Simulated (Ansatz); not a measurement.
Reaction (ligand exchange at the Si–C bond): `O[SiH2][SiH2]CF` + HCl → `O[SiH2][SiH2]Cl` + `CF`

Calculated with Ansatz (gas phase, PBE0-D4/def2-TZVP geometries, no zero-point term in ΔE). CBS: MP2 limit from def2 TZ/QZ plus the TZ coupled-cluster correction, frozen cores. This one scheme is used for every species. Functionals use def2-TZVPP. B3LYP here is the variant with VWN-RPA as its local correlation; programs differ in this. Each species was taken in one conformer, which may not be the lowest.

| species | B3LYP-D4 energy (Eh) |
| --- | --- |
| `O[SiH2][SiH2]CF` | -796.57313 |
| HCl | -460.83661 |
| `O[SiH2][SiH2]Cl` | -1117.64457 |
| `CF` | -139.80980 |

Work out ΔE.

ΔE = (-1117.64457) + (-139.80980) − (-796.57313) − (-460.83661) = -0.04463 Eh = -117.2 kJ/mol. CCSD(T)/CBS gives -118.0 kJ/mol.

Largest T1 diagnostic among the species: 0.012.

In def2-TZVPP, CCSD(T) changes the Hartree–Fock value by +17.7 kJ/mol (the triples alone add +1.4 kJ/mol) and MP2 by +10.4 kJ/mol. From PBE to PBE0 (25 % exact exchange), in def2-TZVPP and without D4, ΔE moves by −5.0 kJ/mol.
